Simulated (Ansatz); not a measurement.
Geometry optimisation, RKS r2SCANh-D4/def2-SVP in Ansatz.

Input file:

```yaml
crystal:
  periodic: [false, false, false]
  atoms:
    - { symbol: Si, position_ang: [0.0, 0.0, 0.0] }
    - { symbol: C, position_ang: [0.0, 0.0, 1.87] }
    - { symbol: H, position_ang: [-0.9996, -0.3092, 2.2405] }
    - { symbol: H, position_ang: [0.7676, -0.7111, 2.2405] }
    - { symbol: H, position_ang: [0.232, 1.0203, 2.2405] }
    - { symbol: F, position_ang: [1.4994, 0.0, -0.5295] }
    - { symbol: O, position_ang: [-0.7913, 1.3709, -0.5594] }
    - { symbol: H, position_ang: [-1.7491, 1.1401, -0.7818] }
    - { symbol: O, position_ang: [-0.7913, -1.3709, -0.5594] }
    - { symbol: H, position_ang: [-1.2459, -1.8365, 0.2129] }
basis:
  gaussian: { orbitals: def2-SVP }
hamiltonian:
  xc: r2scanh
  dispersion: d4
relax:
  f_tol: 0.02
  max_steps: 40
```

Launched with:

```bash
$ ansatz run input.yaml --threads 2 --pin off --max-ram 3072MiB --backend cpu --events-out ev --progress --plain --runs-dir out
```

Problem. Where does it end, and by what steps?

Solution. The run converged. The force dipped under the threshold on the way, but the program's further checks kept it going. After 15 steps the energy has fallen by 0.358 eV; H10 moved furthest, 0.98 Å.

| step | energy less start (eV) | largest force component (eV/Å) | accepted |
| --- | --- | --- | --- |
| 0 | 0.0000 | 2.042 | yes |
| 1 | -0.1761 | 0.878 | yes |
| 2 | -0.2283 | 0.206 | yes |
| 3 | -0.2626 | 0.466 | yes |
| 4 | -0.2763 | 0.451 | yes |
| 5 | -0.3049 | 0.116 | yes |
| 6 | -0.3192 | 0.366 | yes |
| 7 | -0.3224 | 0.783 | yes |
| 8 | -0.3445 | 0.107 | yes |
| 9 | -0.3500 | 0.073 | yes |
| 10 | -0.3486 | 0.444 | no |
| 11 | -0.3533 | 0.056 | yes |
| 12 | -0.3570 | 0.034 | yes |
| 13 | -0.3577 | 0.011 | yes |
| 14 | -0.3578 | 0.088 | yes |
| 15 | -0.3579 | 0.006 | yes |

```xyz
10
Properties=species:S:1:pos:R:3
Si -0.257 -0.040 0.173
C 0.014 0.083 1.989
H -0.944 0.078 2.527
H 0.621 -0.755 2.359
H 0.538 1.017 2.235
F 1.193 -0.156 -0.552
O -1.044 1.309 -0.328
H -1.429 1.284 -1.208
O -1.126 -1.351 -0.328
H -0.644 -2.166 -0.493
```

Time of the run: 58 s on 2 threads of Arm Neoverse V1, with other jobs on the host, peak memory 0.24 GiB.
